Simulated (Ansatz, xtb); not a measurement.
C4H5BCl2: which of two isomers lies lower

We compare a, `C=C=C(C)B(Cl)Cl`, a singlet, with b, `C=C/C=C/B(Cl)Cl`, a singlet. Both are isolated molecules in the gas phase, relaxed with PBE-D3(BJ)/def2-SVP; the shapes shown needn't be the lowest conformers.

a (Å):

```json
{"atom": "C", "x (Å)": "-2.1322", "y (Å)": "0.6202", "z (Å)": "-0.0620"}
{"atom": "C", "x (Å)": "-1.0534", "y (Å)": "0.9381", "z (Å)": "0.6146"}
{"atom": "C", "x (Å)": "0.0342", "y (Å)": "1.2812", "z (Å)": "1.3034"}
{"atom": "C", "x (Å)": "1.1327", "y (Å)": "0.2782", "z (Å)": "1.6114"}
{"atom": "B", "x (Å)": "0.1379", "y (Å)": "2.7558", "z (Å)": "1.7837"}
{"atom": "Cl", "x (Å)": "1.5598", "y (Å)": "3.2699", "z (Å)": "2.7022"}
{"atom": "Cl", "x (Å)": "-1.1099", "y (Å)": "3.9573", "z (Å)": "1.4526"}
{"atom": "H", "x (Å)": "-2.1693", "y (Å)": "0.7179", "z (Å)": "-1.1608"}
{"atom": "H", "x (Å)": "-3.0412", "y (Å)": "0.2556", "z (Å)": "0.4470"}
{"atom": "H", "x (Å)": "2.1019", "y (Å)": "0.6241", "z (Å)": "1.1973"}
{"atom": "H", "x (Å)": "1.2752", "y (Å)": "0.1827", "z (Å)": "2.7073"}
{"atom": "H", "x (Å)": "0.9045", "y (Å)": "-0.7207", "z (Å)": "1.1947"}
```

b (Å):

```csv
atom,x (Å),y (Å),z (Å)
C,-0.7266,-3.2402,2.7574
C,-1.2089,-2.5443,1.6994
C,-0.4752,-1.4830,1.0395
C,-0.9308,-0.7614,-0.0290
B,-0.1308,0.3608,-0.7114
Cl,-0.8150,1.2321,-2.0891
Cl,1.4877,0.8263,-0.1589
H,0.2714,-3.0229,3.1726
H,-1.3087,-4.0413,3.2372
H,-2.2120,-2.7811,1.3018
H,0.5284,-1.2511,1.4427
H,-1.9351,-1.0034,-0.4219
```

Quicker runs give these differences E(b) − E(a): GFN2-xTB −5.6 kcal/mol; HF/STO-3G −8.5 kcal/mol (at GFN2-xTB geometries); r2SCAN-D4/def2-SVP −11.5 kcal/mol (at GFN2-xTB geometries).

Problem. Estimate E(b) − E(a) at the level CCSD(T)/def2-SVP + ΔMP2/def2-TZVPP.

Solution. Calculated at CCSD(T)/def2-SVP + ΔMP2/def2-TZVPP: E(b) − E(a) = −12.2 kcal/mol, so structure b lies lower.

The same difference at several levels:

| level | geometry | E(b) − E(a) (kcal/mol) | departure from the last row (kcal/mol) | job, with rough time for the two |
| --- | --- | --- | --- | --- |
| GFN2-xTB | GFN2-xTB | −5.6 | +6.6 | optimisation, 0.19 s |
| HF/STO-3G | GFN2-xTB | −8.5 | +3.7 | single point, 0.28 s |
| r2SCAN-D4/def2-SVP | GFN2-xTB | −11.5 | +0.6 | single point, 2.8 s |
| PBE-D3(BJ)/def2-SVP | PBE-D3(BJ)/def2-SVP | −11.4 | +0.8 | optimisation, 18 s |
| HF/def2-SVP | PBE-D3(BJ)/def2-SVP | −14.5 | −2.3 | part of the CCSD(T) run |
| MP2/def2-SVP | PBE-D3(BJ)/def2-SVP | −11.7 | +0.5 | part of the CCSD(T) run |
| CCSD(T)/def2-SVP | PBE-D3(BJ)/def2-SVP | −12.4 | −0.2 | single point |
| CCSD(T)/def2-SVP + ΔMP2/def2-TZVPP | PBE-D3(BJ)/def2-SVP | −12.2 |  | single point, 40 s |

As drawn, both hold the same kinds of bond in the same numbers. Structure a has 1 methyl group, b 0.

None of the levels shown reverses the order. The largest departure from CCSD(T)/def2-SVP + ΔMP2/def2-TZVPP is that of GFN2-xTB, 6.6 kcal/mol. The last row adds to CCSD(T) the change of the MP2 difference between the two basis sets, here +0.2 kcal/mol.

With thermal terms from frequencies at re-optimised GFN2-xTB minima (ideal gas, soft modes damped towards free rotors, one conformer each, 298.15 K, 1 atm): the zero-point term adds +0.6 kcal/mol; ΔH is −11.9 and ΔG −11.4 kcal/mol.

The correlated steps freeze 15 core orbitals. Programs: Ansatz 0.2.0, xtb 6.7.1; the last row on 4 threads of Arm Neoverse V2 on a shared host.
